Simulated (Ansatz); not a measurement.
Consider the cleavage of the Si–Ge bond: `[SiH3][GeH3]` + `[OH][SnH]([F])[F]` → `[F][SnH]([F])[O][SiH3]` + GeH₄.

Isolated molecules relaxed with PBE0-D4/def2-TZVP in Ansatz; ΔE leaves out vibrations. CCSD(T)/CBS adds triple-zeta CCSD(T) − MP2 to the extrapolated MP2 energy (def2 sets, frozen cores). DFT in def2-TZVPP. Elements past krypton have def2 core potentials. For Ge, Sn outer-core shells are correlated without core-valence functions, which leaves a few kJ/mol of doubt a bond. Scalar relativity is left out up to krypton. One conformer a species, not always the lowest.

`[SiH3][GeH3]`:

```xyz
8

Si    0.186   -0.881   -0.793
Ge   -0.182    0.865    0.779
H    -0.049   -2.203   -0.153
H     1.585   -0.833   -1.294
H    -0.742   -0.734   -1.946
H    -1.629    0.829    1.298
H     0.066    2.237    0.130
H     0.767    0.720    1.981
```

`[OH][SnH]([F])[F]`:

Cartesian coordinates in Å:
```
O -0.860 -1.252 -0.285
Sn 0.170 0.246 0.361
F -0.556 1.821 -0.423
F 1.892 0.146 -0.445
H -0.901 -1.309 -1.244
H 0.254 0.348 2.037
```

`[F][SnH]([F])[O][SiH3]`:

Z-matrix (Å, degrees):
```
Sn
F 1 1.900
O 1 1.916 2 106.4
F 1 1.900 2 103.9 3 112.2
H 1 1.682 2 112.5 3 -126.1
Si 3 1.647 1 137.4 2 53.3
H 6 1.485 3 108.8 1 122.9
H 6 1.485 3 108.9 1 -117.9
H 6 1.486 3 110.8 1 2.5
```

GeH₄:

```xyz
5

Ge    0.000    0.000    0.000
H     1.151   -0.436   -0.916
H    -0.112    1.530   -0.013
H     0.276   -0.480    1.431
H    -1.314   -0.613   -0.501
```

```tsv
level	ΔE (eV)
CAM-B3LYP-D4	-0.91
HF/CBS(def2)	-1.15
```

Question: What does CCSD(T)/CBS give? (Best estimate.)

Answer: Computed: -0.85 eV. The listed levels differ from it by -0.06, -0.30 eV.

Largest T1 diagnostic among the species: 0.015.

Leaving LDA and LC-ωPBE aside and taking each functional with its dispersion term where it has one, the values, not all of them listed here, spread over 0.37 eV, from BHLYP-D4 to PBE-D4. LDA lies −0.03 eV from PBE without D4. At CCSD(T), def2-SVP lies −0.04 eV from the extrapolated value and def2-TZVPP −0.00 eV.
